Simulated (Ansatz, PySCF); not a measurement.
Molecule: BI$_{2}$ (charge +1, singlet). 
Coordinates optimised at B3LYP-D3(BJ)/def2-TZVP (Ansatz, a first-principles code):
```xyz
3

I      0.0000     0.0000    -1.9744
B      0.0000     0.0000     0.0000
I      0.0000     0.0000     1.9744
```
Charge +1, spin multiplicity 1.

Total electronic energies in hartree. Cores are frozen in the correlated levels unless marked. Spin-orbit coupling is left out. Frozen are the shells of the preceding noble gas and the d and f shells that filled before the atom's block. In def2 rows, elements after Kr have scalar-relativistic effective core potentials. CBS(X,Y): correlation extrapolated as X^-3; Hartree-Fock from the larger set.

| level | program | energy (Eh) |
|---|---|---|
| HF/def2-QZVPP | Ansatz | -617.75787 |
| HF/def2-QZVPPD | Ansatz | -617.75789 |
| RI-HF/def2-QZVPP | Ansatz | -617.75782 |
| BLYP/def2-TZVPD | Ansatz | -619.89069 |
| BP86/def2-TZVPD | PySCF | -620.26816 |
| r2SCAN-D4/def2-TZVPD | Ansatz + dftd4 | -620.21860 |
| B97M-V/def2-TZVPD | Ansatz | -619.98653 |
| PBE0/def2-QZVPP | Ansatz | -619.99406 |
| BHLYP-D3(BJ)/def2-TZVPD | Ansatz + dftd3 | -619.89424 |
| TPSSh-D4/def2-TZVPD | PySCF + dftd4 | -619.82970 |
| r2SCANh-D4/def2-TZVPD | Ansatz + dftd4 | -620.19521 |
| PW6B95-D4/def2-TZVPD | PySCF + dftd4 | -620.41311 |
| B2GP-PLYP/def2-TZVPD | Ansatz | -619.26861 |
| RPA@PBE/def2-TZVPP | Ansatz | -618.32581 |
| RPA@PBE/def2-QZVPP | Ansatz | -618.40544 |
| MP2/def2-TZVPP | Ansatz | -618.10906 |
| RI-MP2/def2-QZVPPD | Ansatz | -618.15222 |
| SCS-MP2/def2-QZVPP | Ansatz | -618.14948 |
| CCSD/def2-TZVPP | Ansatz | -618.13412 |
| CCSD/def2-QZVPP | Ansatz | -618.17352 |
| CCSD/CBS(def2-TZVPPD,def2-QZVPPD) | Ansatz | -618.1992 |
| CCSD(T)/def2-QZVPP | Ansatz | -618.19871 |
| CCSD(T)/CBS(def2-TZVPPD,def2-QZVPPD) | Ansatz | -618.2267 |

Totals of different functionals don't rank their quality; only differences between species are comparable.
